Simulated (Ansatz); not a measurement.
C₂H₅BrGe (`C=[C]([GeH3])Br`), charge 0, multiplicity 1.

(1) Give a relaxed structure at PBE0-D4/def2-TZVP (Ansatz). (Estimate.)

Results:

(1) Ansatz gave: 
```xyz
9

C     1.382    0.602    0.530
C     0.124    0.652    0.122
Ge   -0.941   -0.885   -0.420
Br   -0.778    2.323    0.032
H     1.941    1.484    0.824
H     1.893   -0.355    0.579
H    -1.390   -0.697   -1.875
H    -2.172   -0.989    0.491
H    -0.059   -2.136   -0.283
```
Point group Cs.
This is one stationary point; other conformers may exist.
